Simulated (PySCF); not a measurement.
**C₆ coefficients of unlike pairs at PBE0**

Calculated with PySCF 2.14 from the dipole response of each species, C₆(A,B) = (3/π) ∫ α_A(iu) α_B(iu) du, in atomic units, from isotropic polarisabilities. For ions this is the dispersion term alone; charge-induced terms of lower order in 1/R come first.

```csv
species,configuration,basis,relativity,α (bohr³),C₆ (like pair)
S,[Ne] 3s2 3p4 (3P),dyall-av4z (25s15p4d3f2g),spin-free X2C,20.08,137.8
Cl,[Ne] 3s2 3p5 (2P),dyall-av2z (13s9p2d),none,13.36,85.36
S⁺,[Ne] 3s2 3p3 (4S),"x2c-QZVPPall with one added diffuse shell each of s, p, d, f type (10s7p5d3f1g)",spin-free X2C,10.85,53.33
W,[Xe] 4f14 5d4 6s2 (5D),def2-SVPD with the def2 core potential (60 electrons) (6s4p2d1f),core potential,72.10,820.4
```

Q: Estimate C₆ for S⁺ with S.

A: The integral gives 85.06. The combination rule 2 C_A C_B / (C_A α_B/α_A + C_B α_A/α_B) gives 84.87 and the geometric mean 85.71.

No spin-orbit coupling is included.

The other pairs:

```csv
pair,C₆
"W, S",319.7
"W, Cl",238.9
"S⁺, Cl",67.40
"W, S⁺",191.0
"Cl, S",107.1
```
